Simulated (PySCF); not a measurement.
**Dipole response of O⁻ (oxygen, charge -1)**

[He] 2s2 2p5, 2P determinant. All numbers are calculated (PySCF 2.14, the non-relativistic Hamiltonian (point nucleus), in dyall-av2z). Coupled (time-dependent) response in atomic units; α is the mean over directions. A double-zeta set is small for polarisabilities.

| method | mean α (bohr³) | α xx, yy, zz | C₆ (like pair) | S(−4) |
| --- | --- | --- | --- | --- |
| UHF | 10.19 | 6.473, 12.04, 12.04 | 38.47 | 100.9 |

S(−4) is the Cauchy moment in α(ω) = α(0) + S(−4) ω² + …

α(iu) at UHF:

| u (hartree) | α(iu) (bohr³) |
| --- | --- |
| 0 | 10.19 |
| 0.0500 | 9.944 |
| 0.100 | 9.328 |
| 0.200 | 7.777 |
| 0.300 | 6.486 |
| 0.500 | 4.843 |
| 0.750 | 3.631 |
| 1.00 | 2.811 |
| 1.50 | 1.772 |
| 2.00 | 1.188 |
| 3.00 | 0.6252 |
| 5.00 | 0.2563 |

A single London oscillator, α(iu) = α/(1 + u²/ω²), gives C₆ = (3/4) ω α². Matching the computed C₆ needs ω = 4 × 38.47 / (3 × 10.19²) = 0.494 hartree.

For an ion, C₆ is the dispersion term alone; charge-induced terms of lower order in 1/R come first.

The components differ because the open shell of this determinant is not spherical; for a pure term their mean is the scalar polarisability.
